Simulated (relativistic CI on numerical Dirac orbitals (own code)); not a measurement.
**Hyperfine structure of V¹⁵⁺, mass number 51**

Method of calculation: Dirac-Coulomb-Breit CI, orbitals from a KLI potential per configuration, model QED, unscaled Slater integrals (own radial code, finite nucleus).

CI space (outside the closed core 1s2): 2s²2p⁴, 2s2p⁵, 2p⁶, 2p⁵3s, 2p⁵3p, 2s²2p³3s, 2p⁵3d, 2s²2p³3p, 2s²2p³3d, 2s2p⁴3s, 2s2p⁴3p, 2s2p⁴3d, 2s²2p³4s, 2s²2p³4p, 2s²2p³4d, 2s²2p³4f. Levels of other configurations are missing.

Nuclear spin I = 7/2, μ = 5.1464 μN, Q = -0.052 b (tables of Stone and Pyykkö). The electronic factors are computed for point nuclear moments, without core polarisation or the Bohr-Weisskopf and QED corrections.

```
        Level   E (eV)  A (GHz)  B (GHz)
   2s²2p⁴ ³P2    0.000    26.35    -1.42
   2s²2p⁴ ³P1    6.040  -0.5225    0.835
   2s²2p⁴ ¹D2   15.298    53.07      3.1
   2s2p⁵ ³P°2   95.215    130.7     1.66
   2s2p⁵ ³P°1   99.826    121.3    -0.82
   2s2p⁵ ¹P°1  131.618    88.54     1.65
2s²2p³3s ⁵S°2  599.679    29.33  -0.0464
2s²2p³3s ³S°1  605.723   -21.93  -0.0593
```

Levels with J = 0, under 50 % of one LS term, or S terms without an open s electron are left out. Small factors come from cancelling terms and can be off by tens of per cent or more.

At this charge energies of transitions that change n are usually good to better than 1 %, and those within a shell (Δn = 0) to a few per cent.

**Question.** Give the hyperfine levels of 2s²2p⁴ ³P2 relative to its centre of gravity.

**Answer.** With K = F(F + 1) − I(I + 1) − J(J + 1), E = AK/2 + B[¾K(K + 1) − I(I + 1)J(J + 1)]/[2I(2I − 1)J(2J − 1)]: F = 3/2: -237.9, F = 5/2: -171.4, F = 7/2: -78.65, F = 9/2: 40.01, F = 11/2: 184.1 GHz.

LS names give the leading component of a level, which can be under half, so a name can repeat, a term be missing and a line seem to break the LS rules.
